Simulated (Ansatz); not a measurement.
`C[Si](O)([SiH3])Cl` and `C[SiH](O)[SiH3]` differ in one atom or group.

Ansatz, PBE0-D4/def2-TZVP geometries, multiplicity 1. Each molecule was computed in one conformer, which needn't be the lowest.

| property | `C[Si](O)([SiH3])Cl` |
| --- | --- |
| size of the dipole moment (ωB97M-V/def2-TZVPP) / D | 1.92 |
| HOMO–LUMO gap (PBE/def2-TZVPP) / eV | 5.90 |
| ideal-gas entropy at 298 K and 1 bar (rigid rotor, harmonic PBE0-D4/def2-TZVP) / J/(mol·K) | 390 |
| size of the dipole moment (PBE/def2-TZVPP) / D | 1.90 |
| LUMO energy (PBE/def2-TZVPP) / eV | -0.83 |
| LUMO energy (ωB97M-V/def2-TZVPP) / eV | 1.77 |

(1) Give the same properties after the change, and the shifts. (Estimate.)

Answers

(1) Ansatz gave: 
```json
{"property": "size of the dipole moment (ωB97M-V/def2-TZVPP) / D", "`C[SiH](O)[SiH3]`": "1.88", "shift": "-0.04"}
{"property": "HOMO–LUMO gap (PBE/def2-TZVPP) / eV", "`C[SiH](O)[SiH3]`": "5.77", "shift": "-0.13"}
{"property": "ideal-gas entropy at 298 K and 1 bar (rigid rotor, harmonic PBE0-D4/def2-TZVP) / J/(mol·K)", "`C[SiH](O)[SiH3]`": "360", "shift": "-30"}
{"property": "size of the dipole moment (PBE/def2-TZVPP) / D", "`C[SiH](O)[SiH3]`": "1.85", "shift": "-0.05"}
{"property": "LUMO energy (PBE/def2-TZVPP) / eV", "`C[SiH](O)[SiH3]`": "-0.90", "shift": "-0.07"}
{"property": "LUMO energy (ωB97M-V/def2-TZVPP) / eV", "`C[SiH](O)[SiH3]`": "1.61", "shift": "-0.16"}
```

With PBE0 the HOMO rises by 0.08 eV and the LUMO falls by 0.09 eV, so the gap narrows by about 0.17 eV. PBE moves the HOMO by 0.05 eV and ωB97M-V by 0.08 eV. Dipoles are sizes alone; their direction can turn.
